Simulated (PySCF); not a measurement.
`C(C#N)[C@@H]1C[C@@H]1[SiH2]P`, C5H10NPSi

Geometry:
```tsv
atom	x (Å)	y (Å)	z (Å)
N1	-3.763	0.516	1.526
C2	-2.647	0.369	1.329
C3	-1.242	0.199	1.058
C4	-0.886	0.803	-0.286
C5	-0.965	-0.028	-1.524
C6	0.379	0.392	-0.991
Si7	1.580	-0.881	-0.280
P8	2.212	-0.204	1.765
H9	-1.010	-0.869	1.072
H10	-0.672	0.684	1.859
H11	-1.176	1.845	-0.371
H12	-1.248	-1.065	-1.419
H13	-1.330	0.424	-2.434
H14	0.858	1.190	-1.549
H15	0.934	-2.189	-0.107
H16	2.688	-1.025	-1.231
H17	2.959	0.871	1.317
H18	3.321	-1.026	1.828
```

Theory: PySCF 2.14.0, TDDFT PBE0/def2-SVPD circular dichroism and optical rotation, one conformer, gas phase. Geometry: GFN2-xTB.

The molecule is flexible and this is one conformer; a measurement averages over conformers. States above about 7.7 eV (minus the energy of the highest occupied orbital) lie near or above the ionisation threshold and depend on the basis.

Problem. Draw the ECD and absorption spectra from the lowest 16 states, each a Gaussian of half-width 0.2 eV at 1/e height.

Solution. 
| E (eV) | λ (nm) | Δε (L mol⁻¹ cm⁻¹) | ε (L mol⁻¹ cm⁻¹) |
| --- | --- | --- | --- |
| 5.95 | 208 | +0.03 | 2.72 |
| 6.10 | 203 | +0.70 | 68.6 |
| 6.25 | 198 | +5.65 | 605 |
| 6.40 | 194 | +15.93 | 2090 |
| 6.55 | 189 | +16.00 | 3580 |
| 6.70 | 185 | -3.61 | 6230 |
| 6.85 | 181 | -29.86 | 14100 |
| 7.00 | 177 | -23.80 | 15500 |
| 7.15 | 173 | -4.92 | 6870 |
| 7.30 | 170 | -13.07 | 3380 |
| 7.45 | 166 | -35.26 | 4770 |
| 7.60 | 163 | -28.98 | 6470 |
| 7.75 | 160 | -39.67 | 10300 |

Δε uses R in velocity form, ε uses f in length form. Only the states computed contribute, so the short-wavelength end is incomplete.
